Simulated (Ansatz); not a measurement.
`[SH][Au]` + H₂O → `[OH][Au]` + H₂S at 298.15 K and 1 bar (formal hydrolysis of the Au–S bond).

Calculated with Ansatz (gas phase, PBE0-D4/def2-TZVP geometries, no zero-point term in ΔE). CBS: MP2 limit from def2 TZ/QZ plus the TZ coupled-cluster correction, frozen cores. This one scheme is used for every species. Elements past krypton have def2 core potentials. For Au outer-core shells are correlated without core-valence functions, which leaves a few kJ/mol of doubt a bond.

| species | CCSD(T)/CBS energy (Eh) | H − E (kJ/mol) | S (J/(mol·K)) |
| --- | --- | --- | --- |
| `[SH][Au]` | -533.91058 | 33.7 | 274.5 |
| H₂O | -76.37941 | 66.4 | 188.7 |
| `[OH][Au]` | -211.25768 | 42.5 | 260.2 |
| H₂S | -398.97279 | 49.9 | 205.7 |

H − E and S are ideal-gas, rigid-rotor, harmonic terms from PBE0-D4/def2-TZVP. 1 Eh = 2625.50 kJ/mol, R = 8.31446 J/(mol·K).

Task: By hand: ΔE, ΔH, ΔS and ΔG.

Result: ΔE = (-211.25768) + (-398.97279) − (-533.91058) − (-76.37941) = 0.05952 Eh = 156.3 kJ/mol. Δ(H − E) = 42.5 + 49.9 − 33.7 − 66.4 = -7.7, so ΔH = 148.6 kJ/mol. ΔS = 260.2 + 205.7 − 274.5 − 188.7 = 2.7 J/(mol·K). ΔG = 148.6 − 298.15 × (2.7)/1000 = 147.8 kJ/mol.

Task: By hand: the equilibrium constant, and the temperature at which ΔG would vanish if ΔH and ΔS stayed fixed.

Result: log₁₀ K = −ΔG/(RT ln 10) = -25.9. ΔG = 0 at ΔH/ΔS = 55037 K, far beyond where these terms or the molecules hold.

The number of gas molecules stays the same, so ΔS is small and ΔH decides. A doubt of 5 kJ/mol in ΔE shifts log₁₀ K by 0.9 here. These are equilibria of isolated gas molecules and say nothing of rates. Largest T1 diagnostic: 0.030 (customary marks: 0.02 for closed shells, 0.045 for open ones).
